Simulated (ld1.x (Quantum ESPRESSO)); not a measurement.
What the settings do to the ultrasoft potential of In (Z = 49)

Base potential:

- Element: indium (In)
- Generator: ld1.x (Quantum ESPRESSO) 7.5
- Type: ultrasoft
- Functional: LDA (PZ)
- Relativity: fully relativistic
- Frozen core: [Kr]
- Valence charge: 13
- Reference configuration: 4d10 5s2 5p1
- Partial waves: 5s (bound): rcut 1.75, rcutus 2.05 bohr; 5s channel at 4.05 Ry: rcut 1.75, rcutus 2.05 bohr; 5p (bound): rcut 2.60, rcutus 3.20 bohr; 5p channel at 0.5 Ry: rcut 2.60, rcutus 3.20 bohr; 4d (bound): rcut 1.35, rcutus 1.75 bohr; 4d channel at -1.05 Ry: rcut 1.35, rcutus 1.75 bohr
- Local potential: all-electron potential smoothed inside 3.00 bohr (lloc = -1)
- Core correction: Bessel-smoothed model core inside 1.15 bohr
- Augmentation charge: PSQ, radius 1.40 bohr

Open shells are filled in proportion to 2j + 1 (rel_dist='average').

All-electron outer shells of the reference configuration (LDA (PZ), scalar-relativistic, ld1.x):

```csv
shell,level (eV),outermost node (bohr),outermost maximum (bohr)
4s,-119.46,0.41,0.77
4p,-78.05,0.42,0.82
4d,-18.71,0.40,0.94
5s,-8.49,1.02,2.13
5p,-2.70,1.14,2.85
```

Cutoffs, loose and tight: the cutoffs (Ry, on a coarse ladder) from which the occupation-weighted sum of valence levels, in a spherical-Bessel basis at the reference potential, stays within 10 and 1 mRy of its value at 400 Ry. They do not see the model core or the augmentation charge, which bear on the density cutoff. Test errors are all-electron minus pseudo excitation energies from the reference, over the configurations 4d10 5s2 5p0; 4d10 5s1 5p0; 4d10 5s0 5p0; 4d10 5s1 5p1; 4d10 5s2 5p1.3; 4d9 5s2 5p2; 4d10 5s1 5p2. A dash means not determined; rows that change the core or the reference have their own tests.

A true bound ghost makes a file unfit for plane-wave use even where its test errors are small: the radial tests pick states by their node count and pass the ghost by.

| change | outcome | cutoff, loose | cutoff, tight | bound ghosts | largest test error (meV) |
| --- | --- | --- | --- | --- | --- |
| base | generated | 40 Ry | 60 Ry | none | -42 |
| local potential all-electron potential smoothed inside 1.70 bohr (lloc = -1) | generated | 40 Ry | 70 Ry | none | -38 |
| local potential all-electron potential smoothed inside 2.18 bohr (lloc = -1) | generated | 40 Ry | 70 Ry | none | -45 |
| local potential all-electron potential smoothed inside 2.52 bohr (lloc = -1) | generated | 40 Ry | 70 Ry | none | -52 |
| local potential all-electron potential smoothed inside 2.86 bohr (lloc = -1) | generated | 40 Ry | 70 Ry | none | -41 |
| local potential all-electron potential smoothed inside 3.22 bohr (lloc = -1) | generated | 40 Ry | 60 Ry | none | -66 |

Question: What comes out with this change to the base: local potential all-electron potential smoothed inside 3.72 bohr (lloc = -1)?

Answer: outcome: generated; cutoff, loose: 40 Ry; cutoff, tight: 60 Ry; bound ghosts: none; largest test error (meV): -100.

Question: What comes out with this change to the base: local potential all-electron potential smoothed inside 1.24 bohr (lloc = -1)?

Answer: outcome: generated; cutoff, loose: 40 Ry; cutoff, tight: 70 Ry; bound ghosts: s, p3/2, p1/2; largest test error (meV): -59.

Reading the sweep of the rcloc (base included, trends over the rows without a ghost): The loose cutoff stays near 40 Ry. The median size of the test errors (rows with all tests solved) stays near 2.3 meV. Bound ghosts are found at 1.24 bohr.
